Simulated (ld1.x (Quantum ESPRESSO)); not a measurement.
# tellurium, TM semilocal: configuration errors across variants

```json
{
  "Element": "tellurium",
  "Generator": "ld1.x (Quantum ESPRESSO) 7.5",
  "Type": "norm-conserving Troullier–Martins (semilocal form)",
  "Functional": "PBEsol",
  "Relativity": "scalar-relativistic",
  "Frozen core": "[Kr]",
  "Valence charge": "16",
  "Reference configuration": "4d10 5s1.75 5p4.25",
  "Partial waves": "5p (bound): rc 1.65 bohr; 4d (bound): rc 0.85 bohr; 4f channel at 0.35 Ry: rc 1.80 bohr; 5s (bound): rc 1.35 bohr",
  "Local potential": "the s channel",
  "Core correction": "none"
}
```

All-electron excitation energies from the reference (eV): (1) 4d10 5s2 5p4 -2.302; (2) 4d10 5s2 5p3 7.451; (3) 4d10 5s2 5p2 25.420; (4) 4d10 5s2 5p4.3 -3.775; (5) 4d10 5s1 5p4 17.323; (6) 4d10 5s2 5p3.5 1.605; (7) 4d10 5s2 5p1 52.375.

A semilocal file is local in each channel, so a ghost entry of none says nothing of the separable form that plane-wave codes build from it.

1 further variants failed, have other tests or too few solved ones, and are left out.

A true bound ghost makes a file unfit for plane-wave use even where its test errors are small: the radial tests pick states by their node count and pass the ghost by.

The file “all radii scaled by about 0.86 (s 1.16, p 1.42, d 0.72, f 1.54 bohr)” misses its own reference levels by 0.5 eV.

Errors AE − PS in meV (a dash: test not solved or not reliable):

| change | (1) | (2) | (3) | (4) | (5) | (6) | (7) | bound ghosts |
| --- | --- | --- | --- | --- | --- | --- | --- | --- |
| base | +0.6 | +0.6 | +11 | +1.6 | +12 | -0.3 | +38 | none |
| all radii scaled by about 0.86 (s 1.16, p 1.42, d 0.72, f 1.54 bohr) | -23 | -83 | +18 | -11 | +91 | -50 | +185 | s (extra level of the local part) |
| all radii scaled by about 1.15 (s 1.54, p 1.90, d 0.98, f 2.06 bohr) | +0.1 | -1.9 | -1.5 | +0.9 | +3.1 | -1.1 | +2.2 | none |
| all radii scaled by about 1.25 (s 1.68, p 2.06, d 1.06, f 2.24 bohr) | +0.1 | -2.0 | -2.3 | +0.8 | +1.7 | -1.1 | 0.0 | none |
| all radii scaled by about 1.35 (s 1.82, p 2.22, d 1.14, f 2.42 bohr) | +0.2 | -1.9 | -2.4 | +0.8 | +2.0 | -1.0 | -1.0 | none |

Problem. Give the same row for: all radii scaled by about 1.09 (s 1.46, p 1.80, d 0.92, f 1.96 bohr).

Solution. +0.1, -1.8, -0.3, +1.0, +4.5, -1.1, +5.5; bound ghosts: none.
